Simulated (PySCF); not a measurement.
## Xe: excitation energy

Xe [Xe] (1S) → Xe [Kr] 4d10 5s1 5p6 6s1, s spin flipped, as a difference of total energies. Calculation: PySCF 2.14, in aug-cc-pVQZ-DK3; the spin-free X2C one-electron Hamiltonian (Gaussian nucleus). Correlated levels: valence: [Kr] 4d10 frozen. The calculations carry no spin-orbit coupling.

| method | excitation energy (eV) |
| --- | --- |
| UHF | 0.000 |
| MP2 (valence) | 0.000 |
| SCS-MP2 (valence) | 0.000 |

The upper determinant mixes two multiplicities, so it lies between the two terms.

The promoted electron is Rydberg-like, and one or two diffuse shells describe it only roughly, which tends to raise the upper state.
